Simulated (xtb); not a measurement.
C2H6AuClS, singlet, at the geometry of the source list (GFN-xTB shapes and energies of metal compounds can be far from the true ones) (the multiplicity is a formal guess); GFN2-xTB (xtb).

Here is a job for xtb.
```
$ xtb mol.xyz --gfn 2 --chrg 0 --uhf 0 --json

# file mol.xyz
11

Au     1.61860000    -1.58070000     0.01030000
Cl     3.69980000    -2.33190000     0.39400000
C     -0.21670000     0.79500000    -1.33070000
S     -0.54120000    -0.71430000    -0.36290000
C     -0.95800000     0.05260000     1.23660000
H      0.54380000     1.39440000    -0.84120000
H     -1.14600000     1.34890000    -1.42720000
H      0.13020000     0.47760000    -2.30840000
H     -0.14980000     0.69980000     1.56060000
H     -1.09920000    -0.75350000     1.94880000
H     -1.88160000     0.61220000     1.12010000
```

Problem. Predict the main parts of the log of this xtb run.

Solution. 
```
   ID    Z sym.   atoms
    1   79 Au     1
    2   17 Cl     2
    3    6 C      3, 5
    4   16 S      4
    5    1 H      6-11

           -------------------------------------------------
          |                Calculation Setup                |
           -------------------------------------------------

           -------------------------------------------------
          |                 G F N 2 - x T B                 |
           -------------------------------------------------

          ...................................................
          :                      SETUP                      :
          :.................................................:
          :  # basis functions                  44          :
          :  # atomic orbitals                  41          :
          :  # shells                           19          :
          :  # electrons                        38          :
          :  max. iterations                   250          :
          :  Hamiltonian                  GFN2-xTB          :
          :  restarted?                      false          :
          :  GBSA solvation                  false          :
          :  PC potential                    false          :
          :  electronic temp.          300.0000000     K    :
          :  accuracy                    1.0000000          :
          :  -> integral cutoff          0.2500000E+02      :
          :  -> integral neglect         0.1000000E-07      :
          :  -> SCF convergence          0.1000000E-05 Eh   :
          :  -> wf. convergence          0.1000000E-03 e    :
          :  Broyden damping             0.4000000          :
          :  net charge                          0          :
          :  unpaired electrons                  0          :
          ...................................................

 iter      E             dE          RMSdq      gap      omega  full diag
   1    -19.0943934 -0.190944E+02  0.444E+00    5.59       0.0  T
   2    -19.1511730 -0.567796E-01  0.272E+00    4.14       1.0  T
   3    -19.1538808 -0.270782E-02  0.121E+00    3.51       1.0  T
   4    -19.1541982 -0.317376E-03  0.403E-01    3.07       1.0  T
   5    -19.1542411 -0.429121E-04  0.835E-02    3.07       1.0  T
   6    -19.1542484 -0.733830E-05  0.453E-02    3.06       1.0  T
   7    -19.1542519 -0.344659E-05  0.285E-02    3.07       1.1  T
   8    -19.1542542 -0.231800E-05  0.134E-02    3.07       2.3  T
   9    -19.1542549 -0.719144E-06  0.364E-03    3.07       8.3  T
  10    -19.1542549 -0.237907E-07  0.113E-03    3.07      26.6  T
  11    -19.1542549 -0.164711E-08  0.607E-04    3.07      49.7  T
  12    -19.1542549 -0.753751E-09  0.404E-04    3.07      74.6  T

   *** convergence criteria satisfied after 12 iterations ***

         :::::::::::::::::::::::::::::::::::::::::::::::::::::
         ::                     SUMMARY                     ::
         :::::::::::::::::::::::::::::::::::::::::::::::::::::
         :: total energy             -19.031010612912 Eh    ::
         :: gradient norm              0.002059060315 Eh/a0 ::
         :: HOMO-LUMO gap              3.066443139151 eV    ::
         ::.................................................::
         :: SCC energy               -19.154240739015 Eh    ::
         :: -> isotropic ES            0.042283676124 Eh    ::
         :: -> anisotropic ES          0.001257609759 Eh    ::
         :: -> anisotropic XC          0.008883090470 Eh    ::
         :: -> dispersion             -0.007880918527 Eh    ::
         :: repulsion energy           0.123230126103 Eh    ::
         :: add. restraining           0.000000000000 Eh    ::
         :: total charge               0.000000000000 e     ::
         :::::::::::::::::::::::::::::::::::::::::::::::::::::

           -------------------------------------------------
          |                Property Printout                |
           -------------------------------------------------

    * Orbital Energies and Occupations

         #    Occupation            Energy/Eh            Energy/eV
      -------------------------------------------------------------
         1        2.0000           -0.9968025             -27.1244
       ...           ...                  ...                  ...
         7        2.0000           -0.5516408             -15.0109
         8        2.0000           -0.5346284             -14.5480
         9        2.0000           -0.5131579             -13.9637
        10        2.0000           -0.5061732             -13.7737
        11        2.0000           -0.4574352             -12.4474
        12        2.0000           -0.4227643             -11.5040
        13        2.0000           -0.4222782             -11.4908
        14        2.0000           -0.4207032             -11.4479
        15        2.0000           -0.4206953             -11.4477
        16        2.0000           -0.4106067             -11.1732
        17        2.0000           -0.3944889             -10.7346
        18        2.0000           -0.3682252             -10.0199
        19        2.0000           -0.3680412             -10.0149 (HOMO)
        20                         -0.2553515              -6.9485 (LUMO)
        21                         -0.1979296              -5.3859
        22                         -0.1147021              -3.1212
        23                         -0.0528610              -1.4384
        24                         -0.0526376              -1.4323
        25                         -0.0128420              -0.3494
        26                          0.0038276               0.1042
        27                          0.0048374               0.1316
        28                          0.0843095               2.2942
        29                          0.1011066               2.7513
        30                          0.1011070               2.7513
       ...                                ...                  ...
        41                          0.8163357              22.2136
      -------------------------------------------------------------
                  HL-Gap            0.1126897 Eh            3.0664 eV
             Fermi-level           -0.3116963 Eh           -8.4817 eV

     #   Z          covCN         q      C6AA      α(0)
     1  79 Au       1.826     0.271   272.652    31.631
     2  17 Cl       0.879    -0.512   116.168    16.489
     3   6 C        3.744    -0.069    21.888     6.674
     4  16 S        2.885    -0.076   144.203    20.211
     5   6 C        3.744    -0.069    21.889     6.674
     6   1 H        0.925     0.070     2.082     2.256
     7   1 H        0.925     0.076     2.018     2.222
     8   1 H        0.925     0.080     1.974     2.197
     9   1 H        0.925     0.070     2.082     2.256
    10   1 H        0.925     0.080     1.974     2.197
    11   1 H        0.925     0.076     2.018     2.222

 Mol. C6AA /au·bohr⁶  :       3248.507639
 Mol. C8AA /au·bohr⁸  :     156402.567370
 Mol. α(0) /au        :         95.029550

Wiberg/Mayer (AO) data.
largest (>0.10) Wiberg bond orders for each atom

 ---------------------------------------------------------------------------
     #   Z sym  total        # sym  WBO       # sym  WBO       # sym  WBO
 ---------------------------------------------------------------------------
     1  79 Au   1.265 --     2 Cl   0.736     4 S    0.501
     2  17 Cl   0.806 --     1 Au   0.736
     3   6 C    3.964 --     4 S    0.997     6 H    0.981     7 H    0.980
                             8 H    0.976
     4  16 S    2.625 --     3 C    0.997     5 C    0.997     1 Au   0.501
     5   6 C    3.964 --     4 S    0.997     9 H    0.981    11 H    0.980
                            10 H    0.976
     6   1 H    0.995 --     3 C    0.981
     7   1 H    0.994 --     3 C    0.980
     8   1 H    0.994 --     3 C    0.976
     9   1 H    0.995 --     5 C    0.981
    10   1 H    0.994 --     5 C    0.976
    11   1 H    0.994 --     5 C    0.980
 ---------------------------------------------------------------------------

Topologies differ in total number of bonds
Writing topology from bond orders to xtbtopo.mol

molecular dipole:
                 x           y           z       tot (Debye)
 q only:       -3.053       1.958      -0.315
   full:       -3.179       2.224      -0.275       9.885
molecular quadrupole (traceless):
                xx          xy          yy          xz          yz          zz
 q only:      -19.467      19.412       2.562      -5.232       1.114      16.905
  q+dip:      -20.902      20.509       2.825      -5.706       1.129      18.077
   full:      -21.452      20.220       3.024      -6.097       0.955      18.428

           -------------------------------------------------
          | TOTAL ENERGY              -19.031010612912 Eh   |
          | GRADIENT NORM               0.002059060315 Eh/α |
          | HOMO-LUMO GAP               3.066443139151 eV   |
           -------------------------------------------------

normal termination of xtb
```
